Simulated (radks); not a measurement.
Results of a calculation; reference values are marked as such.
Dynamic dipole polarisability and lines of the iron ion Fe22+, [He] 2s2. Level of theory: non-relativistic Kohn-Sham, PBE, spin-unpolarised, spherical densities, point nucleus (a radial shooting solver on a logarithmic mesh with Libxc functionals). Time-dependent linear response with the Hartree and adiabatic LDA kernel, continuum included through the Sternheimer equations. Lines are the poles of the dipole polarisability below minus the highest occupied eigenvalue, found on a grid refined at the orbital gaps; the lowest seven at most are given, and weak or close lines can be missed. The first line takes the name of the lowest orbital gap if no other gap lies below it; otherwise a line is named after a gap within 0.6 % of it, if that gap stands alone.

photon energy (eV),alpha (bohr^3)
0,0.01725
93.014,-0.03004
217.03,-0.001584
341.05,-0.0001453
465.07,0.0003102
589.09,0.0005707
713.11,0.0008142
837.13,0.001170
961.15,0.002033
1085.2,0.01424
1209.2,-0.001857
1333.2,-0.0003851
1457.2,0.2219
1581.2,-7.913e-06
1705.3,-0.001988
1829.3,-0.0002197

Lines (eV, oscillator strength): 74.923 (16.55 nm, 2s-2p), f = 0.126; 1102.9 (1.124 nm, 2s-3p), f = 0.732; 1457.4 (0.8507 nm, 2s-4p), f = 0.179; 1615.6 (0.7674 nm, 2s-5p), f = 0.0743; 1700.3 (0.7292 nm, 2s-6p), f = 0.0386; 1750.8 (0.7081 nm, unassigned), f = 0.0228; 1783.5 (0.6952 nm, unassigned), f = 0.0147. Higher lines, where found, are left out when the end of the mesh affects them. Those listed give 99 % of the static polarisability (sum of f/w^2). Orbital energy gaps for comparison: 2s-2p 55.244 eV; 2s-3p 1104.8 eV; 2s-4p 1458.0 eV; 2s-5p 1615.9 eV; 2s-6p 1700.4 eV.
